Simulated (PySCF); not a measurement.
## KGa⁺ at PBE

Level: PBE. basis K x2c-SVPall, Ga x2c-SVPall; spin-free X2C with a Gaussian nucleus; PySCF 2.14.

- state: ²Σ⁺ (doublet), unpaired electrons σ ↑
- bond length: 4.002 Å
- harmonic wavenumber: 66.5 cm⁻¹
- force constant: 0.0649 mdyn/Å
- rotational constant Be: 0.04229 cm⁻¹
- anharmonicity ωexe: 0.277 cm⁻¹
- vibration–rotation constant αe: 0.000271 cm⁻¹
- well depth De to K⁺ + Ga: 0.63 eV
- dissociation energy D0: 0.62 eV
- bond order (Mayer): 0.44
- dipole moment (positive dipole points towards Ga; it is taken about the centre of mass and depends on that origin): -8.04 D

Spin–orbit coupling is left out. For an ion De counts to the pair picked by the measured ionisation energies or electron affinities, which need not be the lowest pair at this level. The state is the lowest determinant that a PBE0 search found; another state may lie lower at other levels.
